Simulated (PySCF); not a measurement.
SCF from a fresh guess for triplet Be2Te, at the PBE0 minimum. PySCF input:

```python
from pyscf import gto, scf, dft
mol = gto.M(atom='''
Te     0.000000    -0.000000    -0.223770
Be     1.330142    -0.000000     1.612768
Be    -1.330142     0.000000     1.612768''',
    basis={'Te': 'def2-TZVP', 'Be': 'def2-TZVP'},
    ecp={'Te': 'def2-TZVP'},
    charge=0, spin=2)
mf = dft.UKS(mol, xc='PBE0')
mf.grids.atom_grid = (50, 194)
aux = {'Te': 'def2-universal-JKFIT', 'Be': 'def2-universal-JKFIT'}
mf = mf.density_fit(auxbasis=aux)
mf.conv_tol = 1e-08
mf.diis_space = 10
mf.max_cycle = 60
mf.init_guess = 'minao'
mf.verbose = 4
mf.kernel()
```

Excerpt of the output (cycles alone):

```
init E= -255.929715082953
cycle= 1 E= -295.02962645652  delta_E= -39.1  |g|= 2.34  |ddm|= 19.8
cycle= 2 E= -290.646185788001  delta_E= 4.38  |g|= 3.43  |ddm|= 6.95
cycle= 3 E= -297.110009008983  delta_E= -6.46  |g|= 0.558  |ddm|= 4.06
cycle= 4 E= -296.735714463259  delta_E= 0.374  |g|= 0.973  |ddm|=  2.1
cycle= 5 E= -297.404164815665  delta_E= -0.668  |g|= 0.12  |ddm|= 0.963
cycle= 6 E= -297.418725451539  delta_E= -0.0146  |g|= 0.0167  |ddm|=  0.2
cycle= 7 E= -297.419061770589  delta_E= -0.000336  |g|= 0.00445  |ddm|= 0.0534
cycle= 8 E= -297.419096092781  delta_E= -3.43e-05  |g|= 0.0022  |ddm|= 0.0159
cycle= 9 E= -297.419103474056  delta_E= -7.38e-06  |g|= 0.000527  |ddm|= 0.00498
cycle= 10 E= -297.419104402814  delta_E= -9.29e-07  |g|= 0.000196  |ddm|= 0.00208
cycle= 11 E= -297.419104561927  delta_E= -1.59e-07  |g|= 5.69e-05  |ddm|= 0.00101
cycle= 12 E= -297.419104569185  delta_E= -7.26e-09  |g|= 1.11e-05  |ddm|= 0.000218
Extra cycle  E= -297.419104569316  delta_E= -1.31e-10  |g|= 1.31e-05  |ddm|= 2.86e-05
converged SCF energy = -297.419104569316  <S^2> = 2.0049376  2S+1 = 3.0032899
```

No lower solution of this spin was found by a stability analysis within the unrestricted form.

With an element this heavy the missing spin–orbit coupling can shift these numbers.

The search for the lowest solution, with the stability check, took 3.8 s on 2 threads of a shared Intel Xeon Platinum 8259CL @ 2.50GHz (Skylake/Cascade Lake) host, with 88 basis functions; the process peaked at 0.31 GiB.
